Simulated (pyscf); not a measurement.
Optimised with ωB97X-D3(BJ)/def2-SVP in PySCF.

What is the homolytic dissociation enthalpy (298 K, ωB97M-D3(BJ)/def2-TZVP) of the Hf–O bond of H₂C=C(CH₃)–O–Hf(OH)(OH)–OH (SMILES C=C(C)[O][Hf]([OH])([OH])[OH]), to •H₂C–C(CH₃)=O + [HO–Hf(OH)–OH]•?

Hf–O to •H₂C–C(CH₃)=O + [HO–Hf(OH)–OH]•: 4.04 eV. The 7 functionals that were run give +3.79 (PBE) to +4.24 eV (ωB97X-D3(BJ)). The radicals are drawn with the spin at the cut bond; how far it spreads was not checked. Other isomers of •H₂C–C(CH₃)=O, [HO–Hf(OH)–OH]• were not searched in full and may lie lower. Open-shell species with a d-block atom are single-reference here; other states, and whether the spin sits on metal or ligand, were not checked. Elements past Kr carry the def2 core potentials, without spin-orbit coupling.
